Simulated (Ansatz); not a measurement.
The same path of BF2HO + H2 (7 atoms, charge 0, multiplicity 1) was run twice with different band settings. Lost on the way: B1–F2, H6–H7. Made: B1–H6, F2–H7.

Level of theory: Ansatz 0.2.0, RKS B3LYP/6-31G*.

Relaxed end points:

```xyz
7
Properties=species:S:1:pos:R:3
B -0.139 -0.680 -0.305
F -0.037 -0.289 0.969
O 0.950 -0.928 -1.065
H 1.775 -0.788 -0.579
F -1.347 -0.825 -0.824
H 0.315 2.908 1.547
H 0.202 2.176 1.486
```

```xyz
7
Properties=species:S:1:pos:R:3
B -0.226 0.510 -0.489
F 0.348 0.219 2.244
O 1.074 0.119 -0.327
H 1.194 -0.821 -0.545
F -1.127 -0.375 -0.904
H -0.522 1.642 -0.294
H 0.977 0.280 1.545
```

Common settings: movable images 7; climbing image yes; spring 5.0 eV/Å²; start path through a guess of the saddle point; force threshold 0.05 eV/Å; iteration limit 60; end points relaxed.

| run | optimiser |
| --- | --- |
| 1 | quadratic models (default) |
| 2 | fire |

Task: What does each run give, and how far can it be trusted?

Result: Run 1: converged after 40 iterations, highest image 2.521 eV above the first end. The profile has 2 maxima (images 1, 5) with wells between them (image 2): this band takes more than one step, which may be the mechanism or a detour left from its start path. Neighbouring images differ by up to 2.4 eV, so the band resolves the path poorly. A vibrational analysis at the climbing image gives one clearly imaginary mode, 1229i cm⁻¹: a first-order saddle point.
Run 2: not converged after 60 iterations, highest image 2.523 eV above the first end. The band didn't meet its force threshold, so its energies are provisional: the largest band force was still 0.12 eV/Å, and over the last iterations the top stayed at 2.53 eV.
The orbitals stay closed-shell, which can raise the energy where a bond breaks towards radicals; this wasn't checked here.
